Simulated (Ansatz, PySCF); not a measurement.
SnHFBr2, SMILES [F][SnH]([Br])[Br]. Atoms are numbered in the order given.

```xyz
5

Sn     0.2913     0.6725     0.0000
F     -1.1024     2.0098     0.0000
Br    -0.0826    -0.7015    -2.0197
Br    -0.0826    -0.7015     2.0197
H      1.7944     1.4726     0.0000
```
Charge 0, spin multiplicity 1.

Geometry: r2SCAN-D4/def2-SVP. The structure was generated by enumeration; whether it is a known compound was not checked. The def2 effective core potentials stand for the cores of Sn; spin–orbit coupling is left out.

Two levels are set side by side: PBE-D3(BJ)/def2-SVP (Ansatz, a quantum-chemistry and plane-wave program) and r2SCAN-D4/def2-SVP (Ansatz). Each level has its own optimised geometry; the coordinates shown are those of the second. Frequencies come from the Hessian of PySCF at each geometry. Differences are taken from unrounded values.

```json
[
 {"quantity": "mean bond length (Å)", "r2SCAN-D4": "2.144"},
 {"quantity": "bond Sn1–F2 (Å)", "r2SCAN-D4": "1.932"},
 {"quantity": "bond Sn1–Br3 (Å)", "r2SCAN-D4": "2.471"},
 {"quantity": "bond Sn1–Br4 (Å)", "r2SCAN-D4": "2.471"},
 {"quantity": "bond Sn1–H5 (Å)", "r2SCAN-D4": "1.703"},
 {"quantity": "highest harmonic wavenumber (cm⁻¹)", "r2SCAN-D4": "1954"},
 {"quantity": "mean harmonic wavenumber (cm⁻¹)", "r2SCAN-D4": "506"},
 {"quantity": "zero-point energy (kcal/mol)", "r2SCAN-D4": "6.52"}
]
```

Q: What does PBE-D3(BJ) give, and how far is it from r2SCAN-D4? (The exact figures need the calculation; the answer reports its results.)

A: 
| quantity | PBE-D3(BJ) | PBE-D3(BJ) minus r2SCAN-D4 |
|---|---|---|
| mean bond length (Å) | 2.163 | 0.019 |
| bond Sn1–F2 (Å) | 1.951 | 0.019 |
| bond Sn1–Br3 (Å) | 2.490 | 0.019 |
| bond Sn1–Br4 (Å) | 2.490 | 0.019 |
| bond Sn1–H5 (Å) | 1.720 | 0.018 |
| highest harmonic wavenumber (cm⁻¹) | 1876 | -78 |
| mean harmonic wavenumber (cm⁻¹) | 487 | -20 |
| zero-point energy (kcal/mol) | 6.26 | -0.26 |
